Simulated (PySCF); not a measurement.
# Shieldings and the share of exact exchange

Molecule: SMILES FBC1=C(F)C1, C3H3BF2.

Atoms are numbered as in `[F:1][BH:2][C:3]1=[C:4]([F:5])[CH2:6]1`; H(Xn) means a hydrogen on atom n.

GIAO shieldings (ppm, equivalent atoms averaged) in PySCF 2.14.0 with density-fitted response routines on the PBE0-D3(BJ)/def2-SVP geometry, basis pcSseg-2, gas phase, non-relativistic:

```csv
functional,exact exchange (%),σ(F1),σ(F5),σ(B2),σ(C6)
BLYP,0,189.8,243.3,52.3,151.2
BP86,0,188.6,244.0,54.6,155.1
PBE,0,184.9,242.0,53.5,155.3
B3LYP,20,211.1,261.5,56.3,157.0
PBE0,25,212.6,264.4,58.7,162.0
mPW1PW91,25,214.6,265.0,59.0,161.3
HF,100,277.8,313.2,75.4,176.0
```

Problem. Fit each shielding as a line in the percentage of exact exchange.

Solution. σ(F1) = 189.5 + 0.90 x (rms 2.5 ppm); σ(F5) = 244.9 + 0.70 x (rms 2.1 ppm); σ(B2) = 53.2 + 0.22 x (rms 0.8 ppm); σ(C6) = 154.3 + 0.22 x (rms 1.7 ppm). The functionals also differ in their semilocal parts, which the line can't hold; Hartree–Fock has no correlation at all.

Problem. What does the line predict for BHandHLYP (50 %), and what does the run give?

Solution. σ(F1): 234.5 predicted, 239.0 computed; σ(F5): 279.9 predicted, 284.3 computed; σ(B2): 64.2 predicted, 62.8 computed; σ(C6): 165.3 predicted, 164.4 computed ppm.
